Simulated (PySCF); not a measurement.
Isomers of C2H10O2S2Si3, one GFN2-xTB conformer each. Single-point energies are computed at PBE0/pcSseg-1 (PySCF, gas phase, no added dispersion term), electronic only.

Question: Rank them by PBE0/pcSseg-1 energy, lowest first (kJ/mol).
A. `[OH:1][Si:2]1([O:3][SiH3:4])[S:5][CH2:6][SiH2:7][CH2:8][S:9]1` with H–O1–Si2–O3 180°, O1–Si2–O3–Si4 -30°, O1–Si2–S5–C6 -172°, Si2–S5–C6–Si7 -64°, S5–C6–Si7–C8 68°, C6–Si7–C8–S9 -67°
B. `[OH:1][Si@@:2]1([O:3][SiH3:4])[SiH2:5][S:6][CH2:7][CH2:8][S:9]1` with H–O1–Si2–O3 65°, O1–Si2–O3–Si4 -167°, O1–Si2–Si5–S6 164°, Si2–Si5–S6–C7 -46°, Si5–S6–C7–C8 72°, S6–C7–C8–S9 -95°

Answer: A (0.0), B (30.3).

As drawn, the lower has an Si–C bond, which the higher lacks; the higher has an Si–Si bond, which the lower lacks. GFN2-xTB itself gives, in the same order: 37.4, 0.0. GFN2-xTB puts O[Si@@]1(O[SiH3])[SiH2]SCCS1 lowest instead.

Which frontier levels, dipoles and rotational constants go with these structures?

```json
{"SMILES": "O[Si]1(O[SiH3])SC[SiH2]CS1", "HOMO (eV, PBE0/pcSseg-1)": "-6.43", "LUMO (eV)": "-0.13", "dipole (D)": "1.44", "A, B, C (MHz)": "939.9, 582.0, 558.3"}
{"SMILES": "O[Si@@]1(O[SiH3])[SiH2]SCCS1", "HOMO (eV, PBE0/pcSseg-1)": "-6.70", "LUMO (eV)": "-0.60", "dipole (D)": "1.73", "A, B, C (MHz)": "853.2, 595.4, 581.2"}
```
